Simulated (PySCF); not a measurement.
C6H14P2.
Atom-mapped SMILES: `[CH3:1][PH:2]/[CH:3]=[CH:4]\[PH:5][CH:6]([CH3:7])[CH3:8]` (hydrogens: H9, H10, H11 on C1; H12 on P2; H13 on C3; H14 on C4; H15 on P5; H16 on C6; H17, H18, H19 on C7; H20, H21, H22 on C8)

Method: PBE0-D3(BJ)/def2-SVP geometry optimisation, gas phase in PySCF 2.14.0; density fitting, grid level 1; the optimiser is geomeTRIC in internal coordinates, started from a GFN2-xTB structure with every atom displaced at random (about 0.01 Å).

Step 0: E = -25002.0702 eV
```
atom  x, y, z in Å  |  force x, y, z in eV/Å
C1      3.2705    0.7595   -0.3523   -1.524   1.490   0.203
P2      1.6644    0.3327   -1.2027    0.844   0.402  -0.493
C3      1.3096   -1.2066   -0.2981    0.814   0.253  -1.389
C4      0.5903   -1.0431    0.7762   -1.647  -0.075   1.968
P5      0.0228    0.6636    1.0555   -0.381   0.630   1.023
C6     -1.7338    0.6117    0.4138    0.159  -0.295  -0.171
C7     -2.4913   -0.6202    0.8952   -0.524   1.117   0.075
C8     -1.7136    0.7141   -1.1082   -1.411  -0.945   0.296
H9      3.7405    1.5727   -0.9124    0.258   0.054  -0.145
H10     3.9042   -0.0809   -0.2561    1.030  -1.155   0.156
H11     2.9990    1.1666    0.6428    0.153  -0.186  -0.185
H12     2.2950   -0.2862   -2.2926    0.203  -0.320  -0.666
H13     1.6924   -2.1459   -0.6362    0.346  -0.943  -0.226
H14     0.2766   -1.8377    1.4728    0.250  -0.017  -0.249
H15    -0.3696    0.4613    2.4049    0.042   0.050   0.346
H16    -2.1985    1.5248    0.8387    0.098  -0.120  -0.062
H17    -3.5442   -0.5268    0.5959   -0.181  -0.125  -0.029
H18    -2.1010   -1.5191    0.4592    0.391  -0.835  -0.423
H19    -2.4632   -0.7182    1.9816    0.012  -0.036   0.317
H20    -1.2421    1.6201   -1.4204    0.641   0.817  -0.483
H21    -2.7657    0.7297   -1.4940    0.504  -0.073   0.136
H22    -1.2075   -0.1677   -1.5501   -0.077   0.311   0.001
```

**Question.** Estimate the geometry and energy of step 1. (The exact step hangs on the optimiser's Hessian estimate; all steps are aligned on step 0, rigid shifts and turns removed.)

**Answer.** E = -25002.3386 eV, largest force 1.694 eV/Å
```
atom  x, y, z in Å  |  force x, y, z in eV/Å
C1      3.3598    0.7483   -0.4041   -1.225   1.166   0.100
P2      1.7684    0.3071   -1.2752    0.514   0.336  -0.133
C3      1.3333   -1.1623   -0.2816    0.394   0.281  -0.673
C4      0.5787   -0.9833    0.7857   -1.076  -0.037   1.037
P5     -0.0489    0.6992    1.1128   -0.153   0.493   0.547
C6     -1.7979    0.6102    0.4445    0.190  -0.332  -0.169
C7     -2.5241   -0.6585    0.8764   -0.486   0.896   0.071
C8     -1.7656    0.7588   -1.0740   -1.130  -0.729   0.239
H9      3.8716    1.5086   -1.0023    0.234   0.022  -0.126
H10     3.9734   -0.1072   -0.2301    0.756  -0.830   0.204
H11     3.0728    1.2281    0.5516    0.140  -0.187  -0.124
H12     2.4122   -0.4036   -2.3059    0.103  -0.286  -0.489
H13     1.7129   -2.1262   -0.5714    0.236  -0.745  -0.108
H14     0.2690   -1.7915    1.4661    0.241  -0.054  -0.214
H15    -0.4491    0.4437    2.4526    0.087   0.045   0.252
H16    -2.2950    1.4941    0.8908    0.085  -0.086  -0.047
H17    -3.5769   -0.5896    0.5664   -0.141  -0.124  -0.027
H18    -2.0985   -1.5361    0.4153    0.328  -0.611  -0.334
H19    -2.5064   -0.7900    1.9617    0.009  -0.047   0.247
H20    -1.3158    1.6928   -1.3593    0.508   0.619  -0.361
H21    -2.8103    0.7528   -1.4703    0.420  -0.047   0.108
H22    -1.2286   -0.0911   -1.5364   -0.033   0.258   0.000
```

The energy changes by -0.2684 eV. The first-order estimate −F·Δx gives -0.3418 eV and the mean of the old and new forces, exact on a quadratic surface, -0.2710 eV. The step makes an angle of 82° with the force vector and moves no atom by more than 0.171 Å.

The cost below is that of the whole optimisation. The run took 4.5 min of wall time on Arm Neoverse V1, one thread (shared host), and the process peaked at 0.88 GiB of memory.
